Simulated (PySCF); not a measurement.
Atoms are numbered as in `[CH2:1]=[C:2]([F:3])[B:4]([F:5])[F:6]`. Hydrogens are named by the atom that carries them. Ha(C1) is cis to F3; Hb(C1) is trans to F3.

Geometry: PBE0-D3(BJ)/def2-SVP; GIAO absolute shieldings from PySCF 2.14, gas phase, non-relativistic, averaged over equivalent atoms.

At PBE0/cc-pVDZ (94 basis functions, 5.7 s wall time on 1 thread of an Arm Neoverse V2, shared host):
```tsv
atoms	σ (ppm)
C2	37.1
C1	79.5
F5/F6	274.3
F3	299.6
B4	93.1
Hb(C1)	25.63
Ha(C1)	25.69
```

Question: What do these become at KT3/pcSseg-2?

Answer: 
```
 atoms  σ at KT3/pcSseg-2  change
    C2               18.6   -18.5
    C1               66.1   -13.4
 F5/F6              262.3   -12.0
    F3              273.5   -26.1
    B4               80.8   -12.3
Hb(C1)              25.64   +0.01
Ha(C1)              25.69   +0.00
```

The largest change is at F3 (vinylic fluorine). Cost: 244 basis functions, 27 s wall time on 1 thread of an Arm Neoverse V2, shared host.

A carbon bonded to boron is broadened by the quadrupolar boron nucleus and is often missing from a measured spectrum.
